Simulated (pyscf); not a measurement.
# F–GeH₃, singlet

Gas-phase minimum from PySCF at ωB97X-D3(BJ)/def2-SVP, one conformer. 

```
Ge
F 1 1.7454
H 1 1.5326 2 106.64
H 1 1.5327 3 112.14 2 116.40
H 1 1.5327 3 112.12 4 127.15
```

Properties at ωB97X-D3(BJ)/def2-SVP:

```yaml
harmonic_wavenumbers_unscaled: 659, 660, 722, 885, 885, 914, 2217, 2218, 2218 cm⁻¹
zero_point_energy: 16.3 kcal/mol
rotational_symmetry_number: 3
Entropy of this conformer at 298 K and 1 atm, rigid rotor and harmonic oscillator, modes under 100 cm⁻¹ raised to 100: 251.3 J/(mol K)
dipole_moment: 2.12 D
```

Single-point totals, which compare only within one level (frozen core for MP2 and CC):

```json
[
 {"level": "ωB97X-D3(BJ)/def2-TZVP", "total energy (hartree)": "-2178.68164"},
 {"level": "PBE/def2-TZVP", "total energy (hartree)": "-2178.29655"},
 {"level": "r²SCAN/def2-TZVP", "total energy (hartree)": "-2178.66356"},
 {"level": "B3LYP-D3(BJ)/def2-TZVP", "total energy (hartree)": "-2178.77167"},
 {"level": "PBE0-D3(BJ)/def2-TZVP", "total energy (hartree)": "-2178.35560"},
 {"level": "M06-2X/def2-TZVP", "total energy (hartree)": "-2178.68052"},
 {"level": "ωB97M-D3(BJ)/def2-TZVP", "total energy (hartree)": "-2178.74985"},
 {"level": "HF/def2-TZVPP", "total energy (hartree)": "-2176.62485"},
 {"level": "MP2/def2-TZVPP", "total energy (hartree)": "-2177.14193"},
 {"level": "CCSD/def2-TZVPP", "total energy (hartree)": "-2177.15446"},
 {"level": "CCSD(T)/def2-TZVPP", "total energy (hartree)": "-2177.16987"}
]
```

The CCSD(T) − MP2 part came from Ansatz, without density fitting, on the same reference. The frozen core leaves the outer d or s,p core shells of the metals and heavy elements correlated in the MP2 and CC values, and def2-TZVPP describes them poorly, so these totals are far from the basis limit. Elements up to Kr have no core potential and no relativistic terms here.
